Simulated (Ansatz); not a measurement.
`C[CH2][SnH3]`. Charge 0, multiplicity 1. Sn takes the def2 core potential.

| atom | x (Å) | y (Å) | z (Å) |
| --- | --- | --- | --- |
| C1 | 0.817 | -1.084 | 0.661 |
| C2 | 0.212 | 0.311 | 0.711 |
| Sn3 | -0.895 | 0.817 | -1.061 |
| H4 | 0.049 | -1.854 | 0.549 |
| H5 | 1.512 | -1.194 | -0.176 |
| H6 | 1.373 | -1.311 | 1.576 |
| H7 | -0.470 | 0.414 | 1.559 |
| H8 | 0.987 | 1.071 | 0.837 |
| H9 | -2.171 | -0.302 | -1.282 |
| H10 | 0.136 | 0.740 | -2.425 |
| H11 | -1.551 | 2.392 | -0.949 |

(1) What are the harmonic wavenumbers in cm⁻¹ at PBE0-D4/def2-TZVP (Ansatz, finite differences of forces, unscaled)? (Best estimate.)

(2) Is this a minimum?

(3) Give the ideal-gas thermochemistry at 298.15 K and 1 bar (rigid rotor, harmonic oscillator; point group Cs, symmetry number 1).

(4) And at 400, 500, 600, 800 and 1000 K?

Results:

(1) Computed: 77, 192, 219, 408, 430, 537, 690, 695, 729, 729, 966, 979, 1052, 1223, 1259, 1408, 1456, 1492, 1498, 1929, 1930, 1933, 3037, 3066, 3101, 3102, 3126.

(2) Yes, all 27 modes are real.

(3) Zero-point energy 222.9 kJ/mol; H(298) − E = 241.4 kJ/mol; entropy 327.2 J/(mol·K), of which translation 171.4, rotation 105.1, vibration 50.6; G(298) − E = 143.8 kJ/mol. Modes under 100 cm⁻¹ are hindered rotations or soft bends, so the harmonic entropy is rough.

(4) 
```csv
T (K),H − E (kJ/mol),S (J/mol/K),G − E (kJ/mol)
400,252.2,358.2,108.9
500,264.8,386.2,71.7
600,279.1,412.2,31.7
800,311.8,459.1,-55.5
1000,348.7,500.2,-151.5
```
